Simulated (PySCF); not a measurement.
Predicted microwave data (PBE0/pcSseg-1 in PySCF (dipole) on a GFN2-xTB geometry, gas phase) for one isomer of C8H6ClFO:

| Quantity | Value |
| --- | --- |
| Rotational constants | A = 2331, B = 521.4, C = 427.2 MHz |
| Dipole components | \|μa\| = 2.96 D, \|μb\| = 0.32 D, \|μc\| = 0.00 D |
| Inertial defect | -3.11 u·Å² |
| κ | -0.90 |

Task: Which structure is it? (One computed conformer of each.)
A. `Fc1ccc2c(c1Cl)OCC2`
B. `[CH3:1][c:2]1[cH:3][cH:4][c:5]([C:6](=[O:7])[Cl:8])[cH:9][c:10]1[F:11]` with C4–C5–C6–O7 0°
C. `[CH3:1][c:2]1[cH:3][cH:4][c:5]([F:6])[cH:7][c:8]1[C:9](=[O:10])[Cl:11]` with C7–C8–C9–O10 -168°
D. `[CH3:1][c:2]1[cH:3][c:4]([C:5](=[O:6])[F:7])[cH:8][cH:9][c:10]1[Cl:11]` with C3–C4–C5–O6 0°

Result: D. It is Cc1cc(C(=O)F)ccc1Cl, a near-prolate asymmetric top, point group Cs. The candidates at the same level (rigid rotor, commonest isotopes):

```csv
SMILES,A (MHz),B (MHz),C (MHz),μa (D),μb (D),μc (D),Δ (u·Å²),point group,rotor
Cc1ccc(C(=O)Cl)cc1F,2004,571.3,445.8,3.93,0.70,0.04,-3.11,–,asymmetric top
Cc1ccc(F)cc1C(=O)Cl,1334,774.7,494.0,2.73,1.83,0.21,-8.00,C1,asymmetric top
Fc1ccc2c(c1Cl)OCC2,1516,880.6,560.9,4.07,1.81,0.00,-6.33,Cs,asymmetric top
Cc1cc(C(=O)F)ccc1Cl,2331,521.4,427.2,2.96,0.32,0.00,-3.11,Cs,near-prolate asymmetric top
```

`Fc1ccc2c(c1Cl)OCC2` has B 69 % too high; `Cc1ccc(F)cc1C(=O)Cl` has B 49 % too high; `Cc1ccc(C(=O)Cl)cc1F` has A 14 % too low. In the right answer the mirror of this Cs structure is the ab plane, so μc vanishes by symmetry. No structure here is proved a minimum.
